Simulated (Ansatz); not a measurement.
## Strength of the S–In bond: InH3(SH2) → InH3 + H2S

Species: InH3(SH2), singlet; InH3 `[InH3]`, singlet; H2S (hydrogen sulfide) `S`, singlet. 

Shapes, held fixed at every level: PBE0-D4/def2-TZVP. Programs: Ansatz 0.2.0. The zero-point and thermal change to 298 K, harmonic and unscaled (PBE0-D4/def2-TZVP), is -6.7 kJ/mol.

| level | kind | ΔH(298 K) (kJ/mol) | less CCSD(T)/def2-TZVPP |
| --- | --- | --- | --- |
| HF/def2-TZVPP | Hartree–Fock | +13.4 | -20.6 |
| BHLYP-D4/def2-TZVPP | global hybrid | +35.5 | +1.5 |
| PBE0-D4/def2-TZVPP | global hybrid | +38.3 | +4.3 |
| r2SCAN0-D4/def2-TZVPP | global hybrid | +39.4 | +5.4 |
| wB97X-V/def2-TZVPP | range-separated hybrid | +35.4 | +1.4 |
| MP2/def2-TZVPP | perturbation theory | +37.6 | +3.6 |
| CCSD/def2-TZVPP | coupled cluster or CI | +30.7 | -3.3 |
| CCSD(T)/def2-TZVPP | coupled cluster or CI | +34.0 | 0.0 |

The highest level, CCSD(T)/def2-TZVPP, gives ΔH(298 K) = +34.0 kJ/mol; the levels span +13.4 to +39.4. Both fragments are taken as closed shells, so no electrons are unpaired. The column of differences is taken from that level and isn't an error. No measured value is set beside it here. For atoms past krypton def2 sets carry core potentials with scalar relativity. Outer-core shells of In are correlated, in sets that cover them unevenly.
